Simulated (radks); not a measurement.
The numbers below are computed, except where a source is named.
The oxygen ion O2+ inside a hard spherical wall (all orbitals vanish at R), configuration held at [He] 2s2 2p2 and not refilled when levels cross. Code: a radial shooting solver on a logarithmic mesh with Libxc functionals. Model: non-relativistic Kohn-Sham, PBE, spin-polarised, spherical densities, point nucleus; open shells are filled with parallel spins first. Eigenvalues in eV for spin up, with the zero of energy where the potential of the charges vanishes at infinity; a dash marks a level that is unbound or too diffuse for the functional's potential to be trusted. A positive occupied level is held by the wall or, in an anion where self-interaction has pushed it up, behind a barrier. The pressure on the wall is -dE/dV.

R (bohr)  E (hartree)  kinetic (hartree)    e(1s)    e(2s)    e(2p)  e(3s, empty)  e(3p, empty)  pressure (GPa)
free        -73.19357             73.051  -557.57  -60.067  -45.089             -             -               0
20          -73.19357             73.051  -557.57  -60.067  -45.089             -             -        < 0.0001
8           -73.19357             73.051  -557.57  -60.067  -45.089       -14.761             -        < 0.0001
6           -73.19357             73.051  -557.57  -60.067  -45.089       -14.419       -10.945        0.000435
5           -73.19351             73.051  -557.56  -60.064  -45.086       -13.395        -9.562          0.0172
3           -73.15979             73.327  -556.29  -59.249  -44.127         5.380         9.715            27.0
2.5         -73.03952             74.048  -553.38  -57.178  -41.822        26.998        29.441             173
1.5         -70.11589             84.155  -524.00  -23.739  -11.066        214.30        182.44            9860
